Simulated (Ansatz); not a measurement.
`C[SiH](F)S[SiH](O)O`. The species carries charge 0 and has multiplicity 1. Geometry: relaxed with PBE0-D4/def2-TZVP. It is one conformer, not always the lowest.

```xyz
14

C    -1.249    0.833   -1.537
Si    0.509    1.075   -1.023
F     0.521    2.075    0.244
S     1.530   -0.709   -0.490
Si    0.275   -1.417    1.104
O     1.255   -2.205    2.143
O    -0.577   -0.178    1.740
H    -1.697    1.793   -1.807
H    -1.834    0.393   -0.728
H    -1.300    0.173   -2.406
H     1.339    1.706   -2.074
H    -0.721   -2.403    0.662
H     2.111   -1.821    2.345
H    -0.162    0.684    1.826
```

**Question.** What is the dipole moment at r2SCAN/def2-TZVPP? (Best estimate.)

**Answer.** The calculation gave: 1.29 D, with components (0.11, 1.06, -0.72) D in this frame, pointing from negative to positive charge.

**Question.** And with PBE, B3LYP, ωB97M-V? (Best estimate.)

**Answer.** The calculation gave: PBE 1.23 D, B3LYP 1.35 D, ωB97M-V 1.36 D.

**Question.** Give the Mulliken charges with r2SCAN, PBE, ωB97M-V in def2-TZVPP. (Best estimate.)

**Answer.** Ansatz gave: 
```csv
atom,r2SCAN,PBE,ωB97M-V
C1,-0.31,-0.37,-0.43
Si2,0.63,0.53,0.53
F3,-0.35,-0.30,-0.33
S4,-0.37,-0.32,-0.31
Si5,0.66,0.53,0.57
O6,-0.39,-0.33,-0.36
O7,-0.39,-0.33,-0.37
H8,0.09,0.11,0.13
H9,0.09,0.12,0.13
H10,0.09,0.12,0.13
H11,-0.09,-0.07,-0.03
H12,-0.08,-0.07,-0.03
H13,0.20,0.19,0.18
H14,0.21,0.20,0.20
```

B3LYP here is the variant with VWN-RPA as its local correlation; programs differ in this.
